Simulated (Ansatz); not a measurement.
C7H4F6OS, SMILES `OC(c1ccsc1)(C(F)(F)F)C(F)(F)F`. Total charge 0; spin multiplicity 1.

```xyz
19

O    -0.788    0.358    1.885
C     0.098   -0.031    0.879
C    -0.490    0.139   -0.502
C     0.203    0.048   -1.739
C    -0.622    0.225   -2.807
S    -2.233    0.491   -2.320
C    -1.826    0.369   -0.677
C     1.387    0.817    1.045
F     2.352    0.489    0.187
F     1.071    2.102    0.832
F     1.886    0.729    2.270
C     0.365   -1.532    1.151
F     0.844   -1.745    2.371
F     1.242   -2.023    0.272
F    -0.767   -2.218    1.031
H    -1.037    1.274    1.726
H     1.262   -0.142   -1.836
H    -0.361    0.213   -3.854
H    -2.587    0.438    0.085
```

Task: Give the diagnostics of a CCSD(T)/def2-TZVPP run (frozen core, the Gaussian-basis code of Ansatz). (Best estimate.)

Result: Computed: T1 = 0.0125, largest single amplitude 0.027, largest double 0.072, (T) share of the correlation energy 3.9 %, 10 CCSD cycles. The RHF solution is unstable towards an unrestricted one. T1 lies under the customary mark of 0.02 for closed shells.
